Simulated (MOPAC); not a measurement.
Job for MOPAC: PM3 on FISi (SMILES F[Si]I), a point of a bond scan (R = 2.173 Å).

```
PM3 1SCF PRECISE CHARGE=0 THREADS=1
FISi

Si     0.72542197 1     1.01948837 1     1.18893518 1
F      1.31335298 1     2.56419975 1    -0.22238795 1
I     -0.38875935 1    -0.63672280 1    -0.33842808 1
```

It printed:

```
*******************************************************************************
 **                                                                           **
 **                              MOPAC v23.2.5                                **
 **                                                                           **
 *******************************************************************************
 ** MOPAC's Digital Object Identifier: https://doi.org/10.5281/zenodo.6511958 **
 **                                                                           **
 ** Please cite the open-source release paper for use of this MOPAC version:  **
 ** J. E. Moussa and J. J. P. Stewart (2026)                                  **
 ** MOPAC: An open-source semiempirical molecular orbital program             **
 ** J. Open Source Softw., 11(119), 8025, https://doi.org/10.21105/joss.08025 **
 *******************************************************************************

                              PM3 CALCULATION RESULTS

 *******************************************************************************
 *  PM3        - The PM3 Hamiltonian to be used
 *
 *
 *
 *                 CHARGE ON SYSTEM = 0
 *
 *
 *
 *  PRECISE    - TIGHTER CRITERIA TO BE USED
 *  1SCF       - DO 1 SCF AND THEN STOP
 *  THREADS=1  - MULTI-THREADING NOT USED
 *  T=         - A TIME OF 172800.0 SECONDS REQUESTED
 *  DUMP=N     - RESTART FILE WRITTEN EVERY 7200.0 SECONDS REQUESTED
 *******************************************************************************
PM3 1SCF PRECISE CHARGE=0 THREADS=1
 FISi

   ATOM   CHEMICAL          X               Y               Z
  NUMBER   SYMBOL      (ANGSTROMS)     (ANGSTROMS)     (ANGSTROMS)

     1      Si          0.72542197  *   1.01948837  *   1.18893518  *
     2       F          1.31335298  *   2.56419975  *  -0.22238795  *
     3       I         -0.38875935  *  -0.63672280  *  -0.33842808  *



          CARTESIAN COORDINATES

    NO.       ATOM           X           Y           Z

     1        Si          0.7254      1.0195      1.1889
     2         F          1.3134      2.5642     -0.2224
     3         I         -0.3888     -0.6367     -0.3384

  F: (PM3): J. J. P. STEWART, J. COMP. CHEM. 10, 209 (1989).
 Si: (PM3): J. J. P. STEWART, J. COMP. CHEM. 10, 209 (1989).
  I: (PM3): J. J. P. STEWART, J. COMP. CHEM. 10, 209 (1989).

           Empirical Formula: Si F I  =     3 atoms



      MOLECULAR POINT GROUP   :   Cs


      RHF CALCULATION, NO. OF DOUBLY OCCUPIED LEVELS = 9


 -------------------------------------------------------------------------------
 PM3 1SCF PRECISE CHARGE=0 THREADS=1
 FISi



     1SCF WAS SPECIFIED, SO BFGS WAS NOT USED
     SCF FIELD WAS ACHIEVED


                              PM3 CALCULATION
                                                       MOPAC v23.2.5 Linux




          FINAL HEAT OF FORMATION =          1.37777 KCAL/MOL =       5.76459 KJ/MOL


          COSMO AREA              =        119.77 SQUARE ANGSTROMS
          COSMO VOLUME            =        110.88 CUBIC ANGSTROMS

          IONIZATION POTENTIAL    =          9.912509 EV
          HOMO LUMO ENERGIES (EV) =         -9.913 -2.889
          NO. OF FILLED LEVELS    =          9
          MOLECULAR WEIGHT        =        173.9884         POINT GROUP:  Cs

          MOLECULAR DIMENSIONS (Angstroms)

            Atom       Atom       Distance
            I     3    F     2     3.62720
            F     2   Si     1     1.47752
            I     3   Si     1     0.00000


          SCF CALCULATIONS        =          1





   ATOM   CHEMICAL          X               Y               Z
  NUMBER   SYMBOL      (ANGSTROMS)     (ANGSTROMS)     (ANGSTROMS)

     1      Si          0.72542197  *   1.01948837  *   1.18893518  *
     2       F          1.31335298  *   2.56419975  *  -0.22238795  *
     3       I         -0.38875935  *  -0.63672280  *  -0.33842808  *

                             CARTESIAN COORDINATES

   1   Si        0.725421970     1.019488370     1.188935180
   2    F        1.313352980     2.564199750    -0.222387950
   3    I       -0.388759350    -0.636722800    -0.338428080


           Empirical Formula: Si F I  =     3 atoms



      MOLECULAR POINT GROUP   :   Cs


                  EIGENVALUES
 -17.55317 -14.38058 -13.54995 -13.38809 -12.46453 -10.84008 -10.51699 -10.48682
  -9.91251  -2.88898  -1.77828  -0.43908


              NET ATOMIC CHARGES AND DIPOLE CONTRIBUTIONS

  ATOM NO.   TYPE          CHARGE      No. of ELECS.   s-Pop       p-Pop
    1         Si           0.883769        3.1162     1.91301     1.20322
    2          F          -0.446948        7.4469     1.85771     5.58924
    3          I          -0.436821        7.4368     1.91137     5.52545
 DIPOLE           X         Y         Z       TOTAL
 POINT-CHG.     1.076     0.159     6.234     6.329
 HYBRID        -0.144     0.326    -1.981     2.013
 SUM            0.932     0.484     4.253     4.381


          ATOMIC ORBITAL ELECTRON POPULATIONS

     Atom    s        px        py        pz
    1 Si   1.91301   0.20836   0.41995   0.57491
    2  F   1.85771   1.93565   1.80345   1.85013
    3  I   1.91137   1.86173   1.80009   1.86362

 **********************
 *                    *
 * JOB ENDED NORMALLY *
 *                    *
 **********************




 == MOPAC DONE ==
```

The run finished.

Cost: about 0.04 core-seconds (a rough figure).
